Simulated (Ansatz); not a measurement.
Reaction (cleavage of the Si–Si bond): `[SiH3][SiH2][SiH2][SiH2][SiH2][SiH3]` + `[SH][GeH3]` → `[SiH3][SiH2][S][GeH3]` + `[SiH3][SiH2][SiH2][SiH3]`

Isolated molecules relaxed with PBE0-D4/def2-TZVP in Ansatz; ΔE leaves out vibrations. CCSD(T)/CBS is the MP2 limit (def2-TZVPP, def2-QZVPP) plus CCSD(T) − MP2 in def2-TZVPP, frozen cores. Functionals use def2-TZVPP. For Ge outer-core shells are correlated without core-valence functions, which leaves a few kJ/mol of doubt a bond. Scalar relativity is left out up to krypton. One conformer a species, not always the lowest.

`[SiH3][SiH2][SiH2][SiH2][SiH2][SiH3]`:

Cartesian coordinates in Å:
```
Si 2.167 1.602 0.152
Si 0.627 1.753 -1.603
Si -1.543 1.142 -0.968
Si -1.808 -1.182 -1.011
Si -0.107 -2.203 0.224
Si -0.043 -1.276 2.371
H 1.701 2.421 1.303
H 3.493 2.110 -0.292
H 2.332 0.195 0.606
H 1.072 0.890 -2.734
H 0.620 3.165 -2.083
H -1.812 1.648 0.407
H -2.528 1.774 -1.891
H -1.770 -1.648 -2.425
H -3.132 -1.549 -0.433
H -0.329 -3.674 0.316
H 1.191 -1.972 -0.469
H -1.253 -1.700 3.126
H 1.168 -1.707 3.119
H -0.047 0.209 2.284
```

`[SH][GeH3]`:

Z-matrix (Å, degrees):
```
Ge
S 1 2.224
H 1 1.536 2 110.4
H 1 1.533 2 104.8 3 119.2
H 1 1.536 2 110.4 3 -121.7
H 2 1.343 1 94.6 3 60.6
```

`[SiH3][SiH2][S][GeH3]`:

```xyz
12

Si   -1.592    0.758    1.146
Si    0.675    0.178    1.202
S     1.696    0.799   -0.575
Ge    0.938   -0.749   -1.983
H    -2.271    0.326    2.399
H    -1.724    2.232    1.006
H    -2.265    0.103   -0.007
H     0.831   -1.291    1.393
H     1.354    0.881    2.322
H     1.658   -0.477   -3.309
H     1.283   -2.144   -1.441
H    -0.583   -0.616   -2.154
```

`[SiH3][SiH2][SiH2][SiH3]`:

Z-matrix (Å, degrees):
```
Si
Si 1 2.338
H 1 1.488 2 111.3
H 1 1.488 2 109.6 3 120.3
H 1 1.488 2 109.9 3 -120.5
Si 2 2.338 1 109.8 3 177.7
H 2 1.490 1 109.3 3 -62.8
H 2 1.490 1 109.9 3 55.8
Si 6 2.338 2 109.8 1 56.6
H 6 1.490 2 109.1 1 -63.0
H 6 1.490 2 110.6 1 178.1
H 9 1.488 6 111.3 2 177.5
H 9 1.488 6 109.6 2 -62.2
H 9 1.488 6 109.9 2 57.0
```

```json
{"level": "PBE-D4", "ΔE (kJ/mol)": "-33.8", "difference from CCSD(T)/CBS": "12.0"}
{"level": "ωB97X-V", "ΔE (kJ/mol)": "-43.2", "difference from CCSD(T)/CBS": "2.6"}
{"level": "PBE", "ΔE (kJ/mol)": "-39.7", "difference from CCSD(T)/CBS": "6.1"}
{"level": "r2SCAN", "ΔE (kJ/mol)": "-44.6", "difference from CCSD(T)/CBS": "1.2"}
{"level": "MP2/def2-TZVPP", "ΔE (kJ/mol)": "-51.4", "difference from CCSD(T)/CBS": "-5.6"}
{"level": "CCSD(T)/def2-TZVPP", "ΔE (kJ/mol)": "-43.3", "difference from CCSD(T)/CBS": "2.5"}
{"level": "HF/def2-QZVPP", "ΔE (kJ/mol)": "-63.5", "difference from CCSD(T)/CBS": "-17.7"}
{"level": "MP2/def2-QZVPP", "ΔE (kJ/mol)": "-53.0", "difference from CCSD(T)/CBS": "-7.2"}
{"level": "MP2/CBS(def2)", "ΔE (kJ/mol)": "-54.0", "difference from CCSD(T)/CBS": "-8.2"}
{"level": "CCSD/CBS(def2)", "ΔE (kJ/mol)": "-47.8", "difference from CCSD(T)/CBS": "-2.0"}
{"level": "CCSD(T)/CBS", "ΔE (kJ/mol)": "-45.8", "difference from CCSD(T)/CBS": "0"}
```

Largest T1 diagnostic among the species: 0.014.

In def2-TZVPP, CCSD(T) changes the Hartree–Fock value by +19.8 kJ/mol (the triples alone add +2.0 kJ/mol) and MP2 by +11.7 kJ/mol. The D4 term adds +8.8 kJ/mol with B3LYP and +6.0 kJ/mol with PBE0; it sums over pairs of atoms, weighted by their polarisabilities, and B3LYP, whose exchange is more repulsive, gets the larger term.

B3LYP here is the variant with VWN-RPA as its local correlation; programs differ in this.
